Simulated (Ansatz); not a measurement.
**Relative stability**

The two ends of one reaction step of SiN2H8O, singlet (PBE0-D4/def2-TZVP).

A:

Si1  (-0.520, -0.129, 0.648)
N2  (0.928, 0.475, -0.077)
H3  (-1.432, -0.674, -0.391)
H4  (-0.029, -1.222, 1.530)
N5  (-1.455, 1.076, 1.425)
H6  (1.292, -0.791, -1.605)
O7  (1.488, -1.421, -2.318)
H8  (0.910, 1.371, -0.542)
H9  (1.798, 0.352, 0.418)
H10  (-1.158, 1.543, 2.265)
H11  (-2.457, 1.081, 1.328)
H12  (0.633, -1.661, -2.680)
(Å)

B:

```xyz
12
angstrom
Si -0.8799 -1.1297 0.1288
N 1.6740 1.1829 0.1546
H -2.1508 -1.9031 0.0799
H 0.1204 -1.7727 1.0124
N -1.2905 0.4253 0.6676
H 1.5684 0.4891 -0.5793
O -0.1011 -1.1865 -1.3371
H 2.0896 2.0056 -0.2643
H 2.3446 0.8147 0.8183
H -0.5607 1.1210 0.7547
H -2.2245 0.7924 0.6499
H -0.5895 -0.8391 -2.0855
```

Ansatz 0.2.0; basis: def2-TZVPP; cores frozen in the correlated methods. B3LYP uses VWN-RPA correlation.

Which structure is lower at CCSD(T), and by how much? (To be estimated.)

By the calculation: B, by 0.520 eV (electronic energy, against the other). By their contacts, A is a complex of SiN₂H₆ ([NH2][SiH2][NH2]) + H₂O and B is a complex of SiNH₅O ([NH2][SiH2][OH]) + NH₃.

All methods give the same order:

```tsv
method	E(B) − E(A) (eV)
SPW92	-0.469
PBE-D4	-0.476
BLYP-D4	-0.520
r2SCAN-D4	-0.525
B97M-V	-0.570
PBE0-D4	-0.477
B3LYP-D4	-0.521
r2SCAN0-D4	-0.516
BHLYP-D4	-0.540
CAM-B3LYP-D4	-0.532
wB97X-V	-0.523
wB97M-V	-0.527
B2PLYP	-0.521
PBE-QIDH	-0.491
RPA on PBE	-0.527
HF	-0.559
MP2	-0.513
CCSD	-0.522
CCSD(T)	-0.520
```

No T1 diagnostic of these runs exceeds 0.011.

Labels in which every atom is bracketed show which atoms are joined, not bond orders.

For scale, one of the runs: CCSD(T)/def2-TZVPP, 247 basis functions, launched by `ansatz run in.yaml --threads 4 --pin off --events-out ev --progress --plain --max-ram 9574MiB`. The run took 2.1 min on 4 CPU threads of an Arm Neoverse V1 (shared host), with 5.2 GiB of host memory at its peak.
